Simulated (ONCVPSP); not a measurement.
## cobalt (Co): variants of one ONCV potential

Base potential:

```json
{"Element": "Co (Z = 27)", "Generator": "ONCVPSP 4.0.1", "Type": "optimised norm-conserving Vanderbilt (ONCV)", "Functional": "PBEsol", "Relativity": "scalar-relativistic", "Frozen core": "[Ne]", "Valence charge": "17", "Reference configuration": "3s2 3p6 3d7.5 4s1.5", "Partial waves": "3s+4s: rc 1.10 bohr, ncon 4, nbas 7, qcut 11.1 1/bohr, 3 projectors, debl 0.4 Ha; 3p: rc 1.00 bohr, ncon 3, nbas 7, qcut 11.6 1/bohr, 1 projector; 3d: rc 1.30 bohr, ncon 4, nbas 8, qcut 12 1/bohr, 3 projectors, debl 3.2 Ha", "Local potential": "polynomial inside 1.00 bohr (lpopt 4, dvloc0 2 Ha)", "Core correction": "Teter function, fcfact 5, rcfact 1.5"}
```

All-electron outer shells of the reference configuration (PBEsol, scalar-relativistic, ld1.x):

```json
{"shell": "2p", "level (eV)": "-766.58", "outermost node (bohr)": "–", "outermost maximum (bohr)": "0.17"}
{"shell": "3s", "level (eV)": "-99.54", "outermost node (bohr)": "0.31", "outermost maximum (bohr)": "0.67"}
{"shell": "3p", "level (eV)": "-62.99", "outermost node (bohr)": "0.28", "outermost maximum (bohr)": "0.68"}
{"shell": "3d", "level (eV)": "-6.07", "outermost node (bohr)": "–", "outermost maximum (bohr)": "0.67"}
{"shell": "4s", "level (eV)": "-4.90", "outermost node (bohr)": "0.96", "outermost maximum (bohr)": "2.38"}
```

Cutoffs, loose and tight: the cutoffs (Ha) at which the residual kinetic energy of the hardest occupied pseudo-wave falls to 1 and 0.1 mHa per electron. They do not see the model core or the augmentation charge, which bear on the density cutoff. Test errors are all-electron minus pseudo excitation energies from the reference, over the configurations 3s2 3p6 3d7 4s2; 3s2 3p6 3d7 4s1; 3s2 3p6 3d7 4s0; 3s2 3p6 3d7 4s1.5. A dash means not determined; rows that change the core or the reference have their own tests.

| change | outcome | cutoff, loose | cutoff, tight | bound ghosts | GHOST(+) flags above zero | largest test error (meV) |
| --- | --- | --- | --- | --- | --- | --- |
| base | generated | 57 Ha | 64 Ha | none | s | +3.2 |
| core correction Teter function, fcfact 5, rcfact 1 | generated | 57 Ha | 64 Ha | none | s | +3.1 |
| core correction Teter function, fcfact 5, rcfact 1.12 | generated | 57 Ha | 64 Ha | none | s | +3.1 |
| core correction Teter function, fcfact 5, rcfact 1.28 | generated | 57 Ha | 64 Ha | none | s | +3.1 |
| core correction Teter function, fcfact 5, rcfact 1.46 | generated | 57 Ha | 64 Ha | none | s | +3.2 |
| core correction Teter function, fcfact 5, rcfact 1.54 | generated | 57 Ha | 64 Ha | none | s | +3.2 |
| core correction Teter function, fcfact 5, rcfact 1.7 | generated | 57 Ha | 64 Ha | none | s | +3.2 |
| core correction Teter function, fcfact 5, rcfact 1.84 | generated | 57 Ha | 64 Ha | none | s | +3.1 |
| core correction Teter function, fcfact 5, rcfact 2.04 | generated | 57 Ha | 64 Ha | none | s | +2.9 |

Reading the sweep of the rcfact (base included, trends over the rows without a ghost): The loose cutoff stays near 57 Ha. The median size of the test errors (rows with all tests solved) stays near 1.5 meV.
